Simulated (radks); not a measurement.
The nuclear charge of neutral lead is varied continuously with 82 electrons held in [Hg] 6p2. All-electron calculation, scalar-relativistic Kohn-Sham, PBE, spin-unpolarised, spherical densities, finite nucleus; Fermi nuclear charge, rms radius 5.5012 fm. Program: a radial shooting solver on a logarithmic mesh with Libxc functionals. By the Hellmann-Feynman theorem dE/dZ = E(electron-nucleus)/Z, the electronic potential at the nucleus (averaged over a nucleus of fixed radius). The scalar-relativistic energy here is not variational (the density holds large components alone), so the two differ by a part that grows with Z.

| Z | E (hartree) | E(electron-nucleus)/Z (hartree) | HOMO | e(HOMO) (eV) | <r> HOMO (bohr) |
|---|---|---|---|---|---|
| 81.8 | -20747.9768 | -633.005 | 6p | -2.196 | 3.572 |
| 81.9 | -20811.9555 | -634.230 | 6p | -2.833 | 3.469 |
| 82 | -20876.0597 | -635.455 | 6p | -3.499 | 3.377 |
| 82.1 | -20940.2894 | -636.681 | 6p | -4.193 | 3.295 |
| 82.2 | -21004.6446 | -637.907 | 6p | -4.913 | 3.222 |
| 82.3 | -21069.1255 | -639.133 | 6p | -5.656 | 3.154 |
| 82.4 | -21133.7321 | -640.360 | 6p | -6.423 | 3.092 |
| 82.5 | -21198.4644 | -641.588 | 6p | -7.210 | 3.035 |
| 82.6 | -21263.3226 | -642.816 | 6p | -8.019 | 2.982 |
| 82.7 | -21328.3068 | -644.046 | 6p | -8.846 | 2.932 |
| 82.8 | -21393.4169 | -645.276 | 6p | -9.693 | 2.886 |
| 82.9 | -21458.6532 | -646.506 | 6p | -10.559 | 2.842 |
| 83 | -21524.0157 | -647.738 | 6p | -11.442 | 2.801 |

The central difference of E at Z = 82 is -641.669 hartree, to compare with the third column; the second derivative is -12.6 hartree.
